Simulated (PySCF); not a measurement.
A GIAO shielding run with PySCF 2.14 (density fitting, non-relativistic, gas phase) on SMILES C=C1C[Si@@H](C)N[C@@H]1C, C$_{6}$H$_{13}$NSi:

```
$ OMP_NUM_THREADS=1 python probes_run.py task.json out

{"job": {"kind": "nmr", "xc": "PBE0", "basis": "pcSseg-1"}, "charge": 0, "multiplicity": 1}
C     -1.579395     1.310731     1.657866
C     -0.841369     0.722100     0.732695
C      0.394119     1.316273     0.128125
Si     1.388172    -0.185521    -0.489099
C      2.992024    -0.575263     0.437926
N      0.139797    -1.280308    -0.048632
C     -1.144486    -0.654616     0.195961
C     -1.998212    -0.557884    -1.074242
H     -2.453832     0.839643     2.075716
H     -1.344054     2.293819     2.029976
H      0.904323     1.954379     0.846120
H      0.111081     1.954335    -0.710200
H      1.666304    -0.065312    -1.936194
H      3.386652    -1.537169     0.129131
H      3.749316     0.171373     0.224624
H      2.844219    -0.606525     1.512630
H      0.080810    -2.239797    -0.346882
H     -1.694042    -1.241821     0.943690
H     -1.469734     0.024299    -1.825166
H     -2.193505    -1.549987    -1.476722
H     -2.947108    -0.075808    -0.853093
```

Hardware: 1 thread of an AMD EPYC 9R45 96-Core, shared host. The job also computes population analyses, field gradients, ring-centre shieldings.

(1) How large is the calculation?

(2) How long does it take, and how much memory does it need?

Answers

(1) 70 electrons, 208 basis functions and 1093 auxiliary functions.

(2) 19 s of wall time, with 14 SCF cycles and 4 response iterations; peak memory 1 GiB. Times on a shared host scatter by some tens of per cent.
